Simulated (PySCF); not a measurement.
How exact exchange moves a shielding

Molecule: `InChI=1S/C3H6OSi/c1-2-5-3-4/h2-3H,1,5H2`.

Bonds (- single, = double, # triple, : aromatic): C1=C2 1.339 Å, C2-Si3 1.867 Å, Si3-C4 1.936 Å, C4=O5 1.205 Å. C1 carries H6, H7; C2 carries H8; Si3 carries H9, H10; C4 carries H11. H6 is cis to Si3; H7 is trans to Si3.

GIAO shieldings (ppm, equivalent atoms averaged) in PySCF on the PBE0-D3(BJ)/def2-SVP geometry, basis pcSseg-2, gas phase, non-relativistic:

```csv
functional,exact exchange (%),σ(C4),σ(C1),σ(Si3)
BLYP,0,-72.5,25.6,362.0
BP86,0,-67.9,28.6,373.4
PBE,0,-69.4,28.2,374.1
B3LYP,20,-69.4,27.3,374.0
PBE0,25,-65.0,30.5,388.8
BHandHLYP,50,-63.6,30.9,391.9
HF,100,-49.6,39.4,425.7
```

(1) Fit each shielding as a line in the percentage of exact exchange.

(2) What does the line predict for mPW1PW91 (25 %), and what does the run give?

Answers

(1) σ(C4) = -70.8 + 0.20 x (rms 2.1 ppm); σ(C1) = 26.9 + 0.11 x (rms 1.4 ppm); σ(Si3) = 369.0 + 0.55 x (rms 5.2 ppm). The functionals also differ in their semilocal parts, which the line can't hold; Hartree–Fock has no correlation at all.

(2) σ(C4): -65.8 predicted, -65.1 computed; σ(C1): 29.6 predicted, 30.1 computed; σ(Si3): 382.8 predicted, 387.6 computed ppm.
